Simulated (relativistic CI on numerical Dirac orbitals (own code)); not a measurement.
Calculated at this level of theory: Dirac-Coulomb-Breit CI, orbitals from a KLI potential per configuration, a model potential for QED, unscaled Slater integrals (own radial code, finite nucleus).

Configuration list (outside the closed core [Ne]): 3s2 3p6 3d9, 3s2 3p5 3d10, 3s 3p6 3d10, 3s2 3p6 3d8 4s, 3s2 3p6 3d8 4p, 3s2 3p6 3d8 4d, 3s2 3p4 3d10 4s, 3s2 3p4 3d10 4p, 3s2 3p5 3d9 4s, 3s2 3p6 3d8 4f, 3s2 3p4 3d10 4d, 3s2 3p5 3d9 4p, 3s 3p5 3d10 4s, 3s2 3p6 3d7 4s2, 3s 3p5 3d10 4p, 3s2 3p5 3d9 4d, 3s2 3p6 3d7 4s 4p, 3s 3p6 3d9 4s, 3s2 3p6 3d8 5s, 3s 3p5 3d10 4d, 3s2 3p6 3d7 4p2, 3p6 3d10 4s, 3s2 3p6 3d8 5p, 3s2 3p6 3d7 4s 4d, 3s2 3p5 3d9 4f, 3s 3p6 3d9 4p, 3p6 3d10 4p, 3s2 3p6 3d8 5d, 3s2 3p6 3d7 4p 4d, 3s2 3p5 3d8 4s2, 3s2 3p6 3d8 5f, 3s2 3p6 3d8 5g, 3p6 3d10 4d, 3s 3p6 3d9 4d, 3s2 3p5 3d8 4s 4p, 3s2 3p6 3d7 4d2. Levels of other configurations are missing.

At this charge energies of transitions that change n are usually good to better than 1 %, and those within a shell (Δn = 0) to a few per cent.

Outline of the computed level scheme of Sm XXXVI. Lowest level of each configuration: 3s2 3p6 3d9 2D_5/2 at 0.00 eV; 3s2 3p5 3d10 2P°_3/2 at 326.86 eV; 3s 3p6 3d10 2S_1/2 at 633.90 eV; 3s2 3p6 3d8 4s 4F_9/2 at 968.43 eV; 3s2 3p6 3d8 4p 4D°_7/2 at 1037.52 eV.

Some strong electric-dipole decays among the lowest 45 levels: 3s2 3p6 3d8 4p 2P°_3/2 → 3s2 3p6 3d9 2D_5/2 (3.9e+12 s⁻¹); 3s2 3p6 3d8 4p 2F°_7/2 → 3s2 3p6 3d9 2D_5/2 (3.2e+12 s⁻¹); 3s2 3p6 3d8 4p 2D°_5/2 → 3s2 3p6 3d9 2D_5/2 (3.2e+12 s⁻¹); 3s2 3p6 3d8 4p 2D°_5/2 → 3s2 3p6 3d9 2D_5/2 (3.0e+12 s⁻¹); 3s2 3p6 3d8 4p 4F°_3/2 → 3s2 3p6 3d9 2D_3/2 (2.4e+12 s⁻¹); 3s2 3p5 3d10 2P°_1/2 → 3s2 3p6 3d9 2D_3/2 (2.2e+12 s⁻¹); 3s2 3p6 3d8 4p 2F°_7/2 → 3s2 3p6 3d9 2D_5/2 (1.5e+12 s⁻¹); 3s2 3p6 3d8 4p 4D°_3/2 → 3s2 3p6 3d9 2D_5/2 (1.5e+12 s⁻¹).

LS names give the leading component of a level, which can be under half, so a name can repeat, a term be missing and a line seem to break the LS rules.
